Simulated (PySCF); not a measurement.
## Relaxation of singlet H2ZrS

All numbers come from PySCF, PBE0, basis Zr def2-TZVP with ECP28, S def2-TZVP, H def2-TZVP (scalar-relativistic core potentials, no spin–orbit coupling, density fitting). A (50,194) grid was used.

A hand-made trigonal pyramidal start, of Cs symmetry, held to at least that symmetry:

```xyz
4
charge 0 multiplicity 1, angstrom
Zr    0.2451    0.4245   -0.2819
S    -0.7306   -1.2654    0.7556
H     1.8874    0.4245    0.5913
H    -0.5760    1.8468    0.5913
```

(1) What forces act on the atoms at the start (eV/Å)?

(2) What does it relax to?

(3) How much energy is released, and in how many steps?

Results:

(1) 
```csv
atom,Fx,Fy,Fz
Zr1,-0.27,-0.47,0.99
S2,0.37,0.63,-0.51
H3,-0.13,-0.03,-0.24
H4,0.04,-0.13,-0.24
```

(2) It ends at Cs with Zr–H 1.847 Å (×2), Zr–S 2.178 Å; H–Zr–H 109.9°, H–Zr–S 103.1° (×2) (after a last refinement on a finer grid). A frequency run shows a minimum. Other isomers or separated fragments may lie lower.

(3) 5.1 kJ/mol in 5 steps.
